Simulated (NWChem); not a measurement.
Species: C2H3F2, doublet; SMILES [C](C)(F)F

Computed with NWChem. Spin-unrestricted. In the optimisation the excess spin sits in a' (Cs, its own frame). All runs use the structure optimised with PBE0/def2-SVP, spin-unrestricted. No stability test was run on the SCF state.

For level TPSS/def2-SVPD:

```
Item                         Result
---------------------------  ------
highest occupied level (eV)   -5.04
dipole (D)                     1.91
```

How do the values read with level TPSS/def2-SVP instead?


| Quantity | Value |
|---|---|
| highest occupied level (eV) | -4.64 |
| dipole (D) | 1.69 |
